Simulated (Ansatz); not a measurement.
Ansatz (a quantum-chemistry and plane-wave program) input:

Ansatz 0.2 input:
```yaml
crystal:
  periodic: [false, false, false]
  atoms:
    - {symbol: Si, position_ang: [0.23468825, -0.08470397, 0.27666718]}
    - {symbol: C, position_ang: [1.71542561, -0.30152242, -0.66404335]}
    - {symbol: C, position_ang: [-1.33051646, -1.20708559, 0.04234217]}
    - {symbol: C, position_ang: [-0.53748339, 1.65610023, 0.05086108]}
    - {symbol: H, position_ang: [0.47506897, -0.25505759, 1.76220974]}
    - {symbol: H, position_ang: [2.41859180, -1.09030171, -0.39896841]}
    - {symbol: H, position_ang: [1.72476534, -0.05963558, -1.72770543]}
    - {symbol: H, position_ang: [-1.06395611, -2.25724163, 0.19761284]}
    - {symbol: H, position_ang: [-1.71414926, -1.11757809, -0.98084355]}
    - {symbol: H, position_ang: [-2.14558131, -0.95546912, 0.73545934]}
    - {symbol: H, position_ang: [-0.72298986, 1.83803589, -1.01374865]}
    - {symbol: H, position_ang: [-1.49136236, 1.76768116, 0.57798990]}
    - {symbol: H, position_ang: [0.14942274, 2.43046883, 0.39969412]}
basis:
  gaussian:
    orbitals: def2-TZVP
hamiltonian:
  xc: {name: PBE0}
total_charge: -1
```

**Question.** Which total energy does the run end on?

**Answer.** -408.99266 Eh (PBE0/def2-TZVP). The basis has 184 functions.

It need not be the lowest isomer of its formula. Whether it binds its extra electron was not tested at this geometry.
